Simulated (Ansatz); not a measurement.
H$_{3}$IO$_{3}$Zr (`[OH][Zr]([OH])([OH])[I]`), 8 atoms. Charge 0, multiplicity 1. Correlated methods include outer-core shells of I, Zr, which these sets cover unevenly. Zr, I takes the def2 core potential. All runs use 4 threads of an Arm Neoverse V1 on a shared host. Correlated methods freeze the cores.

Problem. How many basis functions does each run have, and how long does it take in Ansatz? RKS PBE-D4/def2-TZVPP energy and forces; RHF-MP2/def2-QZVPP energy; RKS PBE0-D4/def2-TZVP relaxation (12 steps); RKS PBE0-D4/def2-TZVPP energy; direct RPA on PBE orbitals/def2-TZVPP energy; RKS PBE0-D4/def2-SVP energy; RHF-CCSD(T)/def2-TZVPP energy; RKS ωB97M-V/def2-SVP energy; RHF-CCSD(T)/def2-SVP energy; RKS PBE0-D4/def2-QZVPP energy; RKS PBE0-D4/def2-TZVP frequencies; RKS SPW92 (LDA)/def2-TZVPP energy. (An estimate is asked.)

Solution. Computed: Other jobs shared the machine, so times are rough.

```csv
level,job,functions,wall time,peak host memory (GiB)
RKS PBE0-D4/def2-SVP,energy,114,1.9 s,0.27
RKS SPW92 (LDA)/def2-TZVPP,energy,241,2 s,0.31
RKS PBE-D4/def2-TZVPP,energy and forces,241,3.1 s,0.31
RKS PBE0-D4/def2-TZVPP,energy,241,3.5 s,0.64
direct RPA on PBE orbitals/def2-TZVPP,energy,241,8.5 s,0.68
RKS PBE0-D4/def2-QZVPP,energy,424,9 s,1.5
RKS ωB97M-V/def2-SVP,energy,114,9.5 s,0.42
RHF-MP2/def2-QZVPP,energy,424,18 s,2.1
RHF-CCSD(T)/def2-SVP,energy,114,20 s,0.78
RKS PBE0-D4/def2-TZVP,relaxation (12 steps),201,52 s,0.58
RKS PBE0-D4/def2-TZVP,frequencies,201,2.5 min,0.58
RHF-CCSD(T)/def2-TZVPP,energy,241,7.9 min,6.2
```
